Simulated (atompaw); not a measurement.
# Before and after: PAW (atompaw) potential for gallium

* Element: Ga (Z = 31)
* Generator: atompaw 4.2.0.5
* Type: PAW
* Functional: PBE
* Relativity: scalar-relativistic
* Frozen core: [Ar] 3d10
* Valence charge: 3
* Reference configuration: 4s2 4p1
* Partial waves: 4s (bound): rc 2.05 bohr; 4s channel at -0.25 Ry: rc 2.05 bohr; 4p (bound): rc 2.10 bohr; 4p channel at 2.05 Ry: rc 2.10 bohr
* Local potential: bessel scheme, radius 1.50 bohr
* Core correction: smooth core density matched at 1.55 bohr
* Augmentation charge: gaussian compensation charge, radius 1.75 bohr; PAW radius 2.10 bohr; waves and projectors: custom polynom2 7 10 vanderbiltortho

Change: wave 4p (bound): rc 2.10 bohr becomes 4p (bound): rc 1.36 bohr.

Cutoffs: the cutoffs (Ry, on a coarse ladder) from which the occupation-weighted sum of valence levels, in a spherical-Bessel basis at the reference potential, stays within 10 and 1 mRy of its value at 400 Ry; they do not see the model core or the augmentation charge, which bear on the density cutoff.

**Question.** What does the change do?

**Answer.** The potential gets harder (8 Ry and 12 Ry → 8 Ry and 21 Ry); neither file shows a bound ghost.

```csv
quantity,base,changed
"cutoff, loose",8 Ry,8 Ry
"cutoff, tight",12 Ry,21 Ry
bound ghosts,none,none
s: phases at 2.10 bohr within 0.05 rad from the reference energy up to (Ry; the scan ends near 5),to the end of the scan,to the end of the scan
p: phases at 2.10 bohr within 0.05 rad from the reference energy up to (Ry; the scan ends near 5),4.0,to the end of the scan
lowest overlap eigenvalue by channel,"s 0.12, p 0.18","s 0.12, p 0.09"
```

 The cutoffs see the waves, projectors and local potential, not the compensation charge or the core.
